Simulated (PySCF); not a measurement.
# Relaxation of singlet SiI₄

Computed with PBE0/[Si def2-SVP, I def2-SVP with ECP28], scalar-relativistic core potentials, density fitting, no spin–orbit coupling, PySCF. A (50,194) grid was used.

A hand-made square planar start, of D4h symmetry, held to at least that symmetry:

Coordinates in bohr (charge 0 multiplicity 1):
```
Si    0.0000    0.0000    0.0000
I     4.7054    0.0000    0.0000
I     0.0000    4.7054    0.0000
I    -4.7054    0.0000    0.0000
I     0.0000   -4.7054    0.0000
```

Question: What forces act on the atoms at the start (eV/Å)?

Answer: 
```
atom     Fx     Fy    Fz
 Si1   0.00   0.00  0.00
  I2   0.55   0.00  0.00
  I3   0.00   0.55  0.00
  I4  -0.55   0.00  0.00
  I5   0.00  -0.55  0.00
```

Question: What does it relax to?

Answer: It ends at D4h with Si–I 2.534 Å (×4); I–Si–I 90.0° (×4), I–Si–I 180.0° (×2). A frequency run shows 1 imaginary mode, down to 55i cm⁻¹, so it is a saddle point. Other isomers or separated fragments may lie lower.

Question: How much energy is released, and in how many steps?

Answer: 4.5 kJ/mol in 3 steps.

The relaxation took roughly 70 core-seconds on a shared host.
